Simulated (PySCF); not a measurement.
C2H6AlFO, SMILES CC[O][AlH][F]. Atoms are numbered in the order given.

```xyz
11

Al    -0.4472    -1.0744     0.0000
H     -2.0123    -1.0262     0.0000
F      0.2894    -2.5651     0.0000
O      0.5706     0.2600     0.0000
C      0.7285     1.6488     0.0000
C     -0.5935     2.4044     0.0000
H      1.3248     1.9403    -0.8851
H      1.3248     1.9403     0.8851
H     -1.1906     2.1528    -0.8920
H     -0.4223     3.4929     0.0000
H     -1.1906     2.1528     0.8920
```
Charge 0, spin multiplicity 1.

Geometry optimised at B3LYP-D3(BJ)/def2-SVP. The structure was generated by enumeration; whether it is a known compound was not checked. One conformer was computed; it need not be the lowest.

Level of theory: PySCF 2.14.0 with B3LYP-D3(BJ)/def2-SVP.

Frequencies are harmonic and unscaled.

Computed harmonic wavenumbers and intensities:
| mode | ν (cm⁻¹) | IR (km/mol) | moving atoms (share of kinetic energy) |
|---|---|---|---|
| 1 | 18 | 2.0 | F 30 %, H 26 %, Al 25 %, C 17 % |
| 2 | 66 | 0.6 | O 31 %, C 26 %, H 17 %, F 14 %, Al 12 % |
| 3 | 91 | 3.8 | O 53 %, H 35 % |
| 4 | 233 | 20.8 | F 46 %, Al 27 %, C 17 % |
| 5 | 295 | 0.5 | H 87 % |
| 6 | 439 | 22.3 | O 39 %, C 30 %, H 29 % |
| 7 | 494 | 174.1 | H 73 %, Al 21 % |
| 8 | 650 | 62.3 | H 37 %, Al 21 %, C 21 %, O 17 % |
| 9 | 698 | 117.3 | H 66 %, F 14 %, Al 13 % |
| 10 | 803 | 0.3 | H 92 % |
| 11 | 882 | 95.9 | F 40 %, Al 37 %, H 11 %, C 9 % |
| 12 | 953 | 49.0 | H 39 %, C 37 %, Al 13 % |
| 13 | 1100 | 12.8 | C 53 %, H 44 % |
| 14 | 1172 | 1.8 | H 59 %, C 38 % |
| 15 | 1267 | 413.1 | O 54 %, C 38 % |
| 16 | 1309 | 0.1 | H 93 % |
| 17 | 1383 | 1.4 | H 80 %, C 18 % |
| 18 | 1415 | 25.5 | H 74 %, C 24 % |
| 19 | 1459 | 6.3 | H 97 % |
| 20 | 1470 | 0.0 | H 96 % |
| 21 | 1500 | 0.3 | H 92 % |
| 22 | 2009 | 108.7 | H 96 % |
| 23 | 3000 | 77.9 | H 95 % |
| 24 | 3024 | 12.8 | H 97 % |
| 25 | 3034 | 30.8 | H 90 %, C 10 % |
| 26 | 3108 | 32.0 | H 90 %, C 10 % |
| 27 | 3113 | 30.1 | H 91 %, C 9 % |
